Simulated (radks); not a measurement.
Values are calculated unless marked as measured or tabulated.
All-electron atom: the indium ion In2+ in [Kr] 4d10 4f1 (not the ground configuration). Level of theory: Dirac Kohn-Sham, RPBE, spin-unpolarised, spherical densities, point nucleus; open shells fill j = l - 1/2 first (a radial shooting solver on a logarithmic mesh with Libxc functionals).

Unscreened Slater integrals over Kohn-Sham orbitals (eV). Large and small components are both included. Empty in this configuration: 4f7/2.

\begin{tabular}{lr}
integral & value \\ \hline
F0(4f5/2,4f5/2) & 4.4308 \\
F2(4f5/2,4f5/2) & 2.3548 \\
F4(4f5/2,4f5/2) & 1.5478 \\
F0(4f5/2,4d5/2) & 5.7264 \\
F2(4f5/2,4d5/2) & 0.67296 \\
F4(4f5/2,4d5/2) & 0.22895 \\
G1(4f5/2,4d5/2) & 0.30942 \\
G3(4f5/2,4d5/2) & 0.17352 \\
G5(4f5/2,4d5/2) & 0.11762 \\
F0(4f5/2,4d3/2) & 5.7276 \\
F2(4f5/2,4d3/2) & 0.66044 \\
G1(4f5/2,4d3/2) & 0.30009 \\
G3(4f5/2,4d3/2) & 0.16830 \\
F0(4f5/2,4p3/2) & 5.7444 \\
F2(4f5/2,4p3/2) & 0.47141 \\
G2(4f5/2,4p3/2) & 0.11486 \\
G4(4f5/2,4p3/2) & 0.074258 \\
F0(4f5/2,4f7/2) & 4.4303 \\
F2(4f5/2,4f7/2) & 2.3548 \\
F4(4f5/2,4f7/2) & 1.5478 \\
G2(4f5/2,4f7/2) & 2.3547 \\
G4(4f5/2,4f7/2) & 1.5477 \\
G6(4f5/2,4f7/2) & 1.1376 \\
F0(4d5/2,4d5/2) & 21.311 \\
F2(4d5/2,4d5/2) & 10.673 \\
F4(4d5/2,4d5/2) & 7.0061 \\
F0(4d5/2,4d3/2) & 21.440 \\
F2(4d5/2,4d3/2) & 10.736 \\
G2(4d5/2,4d3/2) & 10.729 \\
G4(4d5/2,4d3/2) & 7.0446 \\
F0(4d5/2,4p3/2) & 23.440 \\
F2(4d5/2,4p3/2) & 11.709 \\
G1(4d5/2,4p3/2) & 14.832 \\
G3(4d5/2,4p3/2) & 9.1031 \\
F0(4d5/2,4f7/2) & 5.7245 \\
F2(4d5/2,4f7/2) & 0.67203 \\
F4(4d5/2,4f7/2) & 0.22842 \\
G1(4d5/2,4f7/2) & 0.30844 \\
G3(4d5/2,4f7/2) & 0.17299 \\
G5(4d5/2,4f7/2) & 0.11727 \\
F0(4d3/2,4d3/2) & 21.571 \\
F2(4d3/2,4d3/2) & 10.803 \\
F0(4d3/2,4p3/2) & 23.611 \\
F2(4d3/2,4p3/2) & 11.829 \\
G1(4d3/2,4p3/2) & 15.011 \\
G3(4d3/2,4p3/2) & 9.2180 \\
F0(4d3/2,4f7/2) & 5.7257 \\
F2(4d3/2,4f7/2) & 0.65952 \\
G3(4d3/2,4f7/2) & 0.16769 \\
G5(4d3/2,4f7/2) & 0.11367 \\
F0(4p3/2,4p3/2) & 26.314 \\
F2(4p3/2,4p3/2) & 13.798 \\
F0(4p3/2,4f7/2) & 5.7424 \\
F2(4p3/2,4f7/2) & 0.47056 \\
G2(4p3/2,4f7/2) & 0.11432 \\
G4(4p3/2,4f7/2) & 0.073907 \\
F0(4f7/2,4f7/2) & 4.4299 \\
F2(4f7/2,4f7/2) & 2.3548 \\
F4(4f7/2,4f7/2) & 1.5478 \\
F6(4f7/2,4f7/2) & 1.1377 \\
\end{tabular}
